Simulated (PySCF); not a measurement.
C2H2F, multiplicity 2. Atoms are numbered in the order given.

```xyz
5

C      0.1104    -1.2565     0.0000
C     -0.4443    -0.0816     0.0000
F      0.2732     1.0762     0.0000
H      1.0545    -1.7674     0.0000
H     -1.5100     0.1106     0.0000
```
Charge 0, spin multiplicity 2.

The structure is a stationary point at B3LYP-D3(BJ)/def2-TZVP. The isomer is the one that the SMILES or the coordinates give; other isomers of the formula were not compared.

Calculation: PBE/def2-TZVPD (PySCF).

Gas-phase values at a fixed geometry.

```
Item                                                                                                            Result
---------------------------------------------------------------------------------------------  -----------------------
total energy                                                                                        -177.01326 hartree
point group                                                                                                         Cs
α spin, highest occupied and lowest empty level                                                     -6.51 and -1.05 eV
β spin, highest occupied and lowest empty level                                                     -6.66 and -4.06 eV
dipole moment                                                                                                   0.87 D
quadrupole, principal values (traceless, Buckingham form, about the centre of nuclear charge)   -2.99, -1.94, 4.93 D·Å
mean static polarisability                                                                        27.7 bohr³ (4.11 Å³)
polarisability, principal values                                                                21.5, 25.3, 36.3 bohr³
⟨S²⟩                                                                                           0.757 (pure state 0.75)
```
